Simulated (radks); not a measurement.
All-electron atom: Ag+ in [Kr] 4d10 (the NIST ground configuration).

Calculated with a radial shooting solver on a logarithmic mesh with Libxc functionals: scalar-relativistic Kohn-Sham, r2SCAN, spin-polarised, spherical densities, finite nucleus; meta-GGA in the generalised Kohn-Sham scheme; Fermi nuclear charge, rms radius 4.5454 fm.

Energy parts (Ry):
| part | energy |
|---|---|
| total | -10632.77854 |
| kinetic | 11046.37241 |
| electron-nucleus | -25674.41505 |
| Hartree | 4294.21363 |
| exchange-correlation | -298.94954 |

Orbitals (lengths in bohr, moments of r in powers of bohr; <r^-3> diverges for s and p1/2; r(max) is where P^2 peaks; r(90%) holds 90 % of the orbital's charge):
| orbital | occ. | eigenvalue (Ry) | <r^4> | r(max) | <r^-3> | r(90%) |
|---|---|---|---|---|---|---|
| 1s | 2 | -1865.950 | 4.460e-06 | 0.02016 | - | 0.0558 |
| 2s | 2 | -276.2643 | 0.0007917 | 0.1139 | - | 0.208 |
| 2p | 6 | -247.6502 | 0.0005688 | 0.09116 | 3779 | 0.192 |
| 3s | 2 | -51.55205 | 0.03667 | 0.3321 | - | 0.541 |
| 3p | 6 | -42.07713 | 0.03938 | 0.3255 | 677.7 | 0.552 |
| 3d | 10 | -27.17121 | 0.03806 | 0.2744 | 92.12 | 0.547 |
| 4s | 2 | -7.77652 | 1.365 | 0.8248 | - | 1.33 |
| 4p | 6 | -5.03505 | 2.125 | 0.8787 | 108.8 | 1.49 |
| 4d | 10 | -1.16043 | 11.21 | 1.036 | 8.573 | 2.22 |

The highest occupied level is 4d at -15.788 eV. For comparison, the ionisation energy in NIST's Atomic Spectra Database is 21.484 eV (measured). In exact Kohn-Sham theory the highest level is minus the ionisation energy, but local and semilocal functionals leave it too shallow, through self-interaction and a potential that decays too fast; potentials with the right tail come closer. Summed over all electrons, <r^2> = 34.84 bohr^2, which gives a Langevin (diamagnetic) susceptibility term of -27.6 x 10^-6 cm^3/mol.
